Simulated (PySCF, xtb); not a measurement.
CaCl, SMILES [Cl][Ca+], charge +1.

Harmonic wavenumbers (cm⁻¹) from GFN2-xTB (xtb) at its own minimum, in rising order: 335.

What does PBE-D3(BJ)/def2-TZVPD (PySCF) give at its own minimum? (An estimate is asked for; the answer gives what the named calculation found.)

447. Paired by order, the mean absolute difference is 112 cm⁻¹ and the zero-point energies are 0.5 and 0.6 kcal/mol.
